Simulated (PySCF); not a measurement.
# A search over the determinants of BiO

Unrestricted PBE0; Bi x2c-TZVPPall, O x2c-TZVPPall; spin-free X2C with a Gaussian nucleus (PySCF 2.14). Outer shells of the fragments: Bi 5d10 6s2 6p3; O 2s2 2p4.

Followed along the bond (rough minima from three points):

```
2Ms+1     unpaired  ⟨S²⟩ at the start  R at minimum (Å)  Te (eV)
    2          π ↑               0.84              1.90     0.00
    4        π ↑↑↑               3.76              2.13     1.22
    2        π ↑↑↓               1.76              2.13     1.59
    6  σ ↑↑, π ↑↑↑               8.76  none in the scan   ≤ 5.38
```

Solutions found at the starting distance of 2.060 Å, counted from the lowest of them; the search is not exhaustive and high or unbound solutions are not listed, so other states can lie among these:

```
2Ms+1   unpaired   term  E (eV)  ⟨S²⟩  ⟨Lz²⟩  μ (D)
    2        π ↑  mixed    0.00  0.84   1.58  -4.54
    4      π ↑↑↑  mixed    0.90  3.76   1.52  -2.38
    2      π ↑↑↓  mixed    1.27  1.76   3.54  -2.40
    4  σ ↑, π ↑↑  mixed    1.89  3.76   0.51  -3.38
    2  σ ↓, π ↑↑  mixed    2.18  1.76   0.51  -3.54
    2        π ↑  mixed    2.38  0.75   3.53  -2.39
    2        σ ↑  mixed    2.92  0.76   0.51  -3.58
    4  σ ↑, π ↑↑  mixed    3.64  3.76   2.52  -1.68
    4  σ ↑, π ↑↑  mixed    3.97  3.76   2.52  -1.86
    2  σ ↓, π ↑↑  mixed    4.13  1.77   2.53  -1.61
```

A term symbol is given only where ⟨S²⟩ and ⟨Lz²⟩ are close to those of a pure state; real π, δ and φ orbitals otherwise mix terms. A positive dipole means Bi(−)O(+).

Q: Compare the gap between the two lowest followed solutions at the starting distance with the gap between their minima.

A: At PBE0 the second solution (quartet, unpaired electrons π ↑↑↑) lies +0.90 eV from the first (doublet, unpaired electrons π ↑) at 2.060 Å and +1.22 eV at the minima; the two curves relax by different amounts, since their minima lie near 2.13 and 1.90 Å.

These are scalar-relativistic numbers at best; spin–orbit coupling would shift them, the dissociation energy most. Counting both spins, an empty level lies below a filled one in some of these solutions, because spin and occupation are held.
